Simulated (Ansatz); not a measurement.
Relaxation of FH₃OSi₂ (7 atoms, charge 0, multiplicity 1), to a largest force component of 0.02 eV/Å in at most 50 steps.

Theory: RKS PBE-D4/6-31G* in Ansatz.

```xyz
7
Properties=species:S:1:pos:R:3
O -1.584 1.292 -1.493
Si -0.446 1.175 -0.511
Si 0.224 -0.867 0.288
F 1.464 -0.615 1.298
H -2.228 1.746 -2.092
H 0.797 -1.773 -0.704
H -0.745 -1.558 1.137
```

**Question.** Where does it end, and by what steps?

**Answer.** The forces met the threshold. After 9 steps the energy has fallen by 1.469 eV; O1 moved furthest, 0.48 Å.

```
step  energy less start (eV)  largest force component (eV/Å)  accepted
   0                  0.0000                           5.850       yes
   1                 -0.7983                           2.710       yes
   2                 -1.0287                           0.915       yes
   3                 -1.0956                           1.000       yes
   4                 -1.1864                           0.917       yes
   5                 -1.4139                           0.649       yes
   6                 -1.4585                           0.357       yes
   7                 -1.4689                           0.075       yes
   8                 -1.4691                           0.047       yes
   9                 -1.4694                           0.018       yes
```

```xyz
7
Properties=species:S:1:pos:R:3
O -1.568 0.821 -1.421
Si -0.337 1.509 -0.464
Si 0.253 -0.724 0.294
F 1.505 -0.735 1.352
H -2.067 1.500 -1.920
H 0.628 -1.593 -0.883
H -0.931 -1.378 0.965
```

Time of the run: 12 s on 1 thread of Intel(R) Xeon(R) 6975P-C (Granite Rapids) (shared host), peak memory 0.18 GiB.
